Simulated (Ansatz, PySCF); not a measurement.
Species: CaCl₂, charge 1, multiplicity 2. 
Structure (B3LYP-D3(BJ)/def2-TZVP (Ansatz, a first-principles code) minimum search):
```xyz
3

Ca     0.2646     0.2087     0.3276
Cl     1.5799     0.2869    -1.8554
Cl    -1.8912    -0.5325     1.4700
```
Charge +1, spin multiplicity 2.

Total electronic energies in hartree. Correlated levels leave the core frozen unless marked. UHF or UKS for open shells. Spin-orbit coupling is left out. Frozen are the shells of the preceding noble gas and the d and f shells that filled before the atom's block. The outer core of K, Ca and their heavier congeners is not correlated, a term that matters for these elements. Non-relativistic. CBS(X,Y): correlation extrapolated as X^-3; Hartree-Fock from the larger set. The bracket is a focal-point correction in the basis named. The program attaches cautions to a run behind CCSD(T)/STO-3G: other roots.

| level | program | energy (Eh) |
|---|---|---|
| HF/def2-SVP | Ansatz | -1595.22255 |
| HF/def2-TZVPD | PySCF | -1595.61962 |
| revPBE-D3(BJ)/def2-TZVPD | Ansatz + dftd3 | -1597.56622 |
| BP86-D3(BJ)/def2-TZVPD | PySCF + dftd3 | -1597.94803 |
| BP86/def2-TZVPD | PySCF | -1597.94315 |
| TPSS/def2-TZVPD | PySCF | -1597.89677 |
| TPSS-D4/def2-TZVPD | PySCF + dftd4 | -1597.89956 |
| B3LYP-D4/def2-TZVPD | Ansatz + dftd4 | -1597.87220 |
| BHLYP/def2-TZVPD | Ansatz | -1597.81857 |
| r2SCAN0-D4/def2-TZVPD | Ansatz + dftd4 | -1597.71017 |
| MN15-D3(BJ)/def2-TZVPD | PySCF + dftd3 | -1597.56025 |
| HSE06-D3(BJ)/def2-TZVPD | Ansatz + dftd3 | -1597.31580 |
| wB97M-V/def2-TZVPD | Ansatz | -1597.72316 |
| B2GP-PLYP-D3(BJ)/def2-TZVPD | Ansatz + dftd3 | -1597.17270 |
| B2PLYP-D4/def2-TZVPD | Ansatz + dftd4 | -1597.34668 |
| B2PLYP/def2-TZVPD | Ansatz | -1597.34524 |
| RI-MP2/def2-TZVPPD | Ansatz | -1595.98402 |
| RI-MP2/CBS(def2-TZVPP,def2-QZVPP) | Ansatz | -1596.0916 |
| CCSD(T)/STO-3G | Ansatz | -1579.01458 |
| CCSD(T)/6-31G | Ansatz | -1595.58749 |
| CCSD(T)/6-31G* | Ansatz | -1595.79692 |
| RI-MP2/CBS(def2-TZVPPD,def2-QZVPPD)+[CCSD(T)-MP2]/def2-SVPD | Ansatz | -1596.1264 |
| RI-MP2/CBS(def2-TZVPPD,def2-QZVPPD)+[CCSD(T)-MP2]/def2-TZVPPD | Ansatz | -1596.1451 |

Totals of different functionals don't rank their quality; only differences between species are comparable.
